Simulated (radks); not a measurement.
The phosphorus anion P3-, [Ar], held by a Watson sphere: a shell of charge +3 at radius R that stands for the Madelung well of a crystal (potential energy -3/R inside, -3/r outside, in hartree with lengths in bohr). Calculated with a radial shooting solver on a logarithmic mesh with Libxc functionals: non-relativistic Kohn-Sham, LDA (Slater exchange, VWN5 correlation), spin-polarised, spherical densities, point nucleus. Response by self-consistent Sternheimer equations with the Hartree and adiabatic LDA kernel. The sphere does not respond.

R (bohr)  e(2p) (eV)  e(3s) (eV)  e(3p) (eV)  <r> 3p (bohr)  sum of <r^2> (bohr^2)  X-ray form factor at sin(theta)/lambda = 0.3 1/angstrom  alpha (bohr^3)
1.88         -121.43     -17.114      -8.464          2.191                  44.37                                                    8.523           26.40
1.93         -121.28     -16.922      -8.366          2.211                  45.11                                                    8.508           27.27
2.88         -120.77     -13.767      -6.378          2.599                  60.34                                                    8.465           53.50
3.27         -120.75     -12.809      -5.631          2.752                  67.02                                                    8.500           71.29
4.39         -120.46     -10.985      -3.965          3.174                  87.74                                                    8.558           160.0
